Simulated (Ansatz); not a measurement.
C₂H₆GeO, SMILES `[CH3][GeH2][CH]=O` at its PBE0-D4/def2-TZVP geometry, where that method's forces vanish. Charge 0, multiplicity 1.

| atom | x (Å) | y (Å) | z (Å) |
| --- | --- | --- | --- |
| C1 | -0.173 | -0.364 | 1.442 |
| Ge2 | -0.667 | 0.164 | -0.362 |
| C3 | 1.006 | 0.285 | -1.463 |
| O4 | 2.088 | 0.049 | -0.998 |
| H5 | -1.055 | -0.442 | 2.077 |
| H6 | 0.334 | -1.329 | 1.417 |
| H7 | 0.509 | 0.372 | 1.868 |
| H8 | -1.602 | -0.858 | -1.041 |
| H9 | -1.359 | 1.542 | -0.405 |
| H10 | 0.919 | 0.582 | -2.536 |

**Question.** For each bond, give half the difference of the two atoms' forces along it (eV/Å; positive pushes the atoms apart) under PBE-D4, r2SCAN-D4, B3LYP-D4, ωB97M-V in def2-TZVPP. (Estimate.)

**Answer.** Computed: 
```csv
bond,length (Å),PBE-D4,r2SCAN-D4,B3LYP-D4,ωB97M-V
C1–Ge2,1.944,0.05,0.04,0.20,0.05
C1–H5,1.090,0.09,-0.02,-0.07,-0.04
C1–H6,1.090,0.10,-0.02,-0.07,-0.05
C1–H7,1.090,0.10,-0.01,-0.07,-0.05
Ge2–C3,2.006,-0.17,-0.05,0.05,-0.06
Ge2–H8,1.542,0.05,-0.06,-0.06,-0.09
Ge2–H9,1.542,0.05,-0.05,-0.06,-0.09
C3–O4,1.201,0.91,0.35,0.26,0.27
C3–H10,1.117,-0.03,-0.03,-0.14,-0.15
```

B3LYP here is the variant with VWN-RPA as its local correlation; programs differ in this.
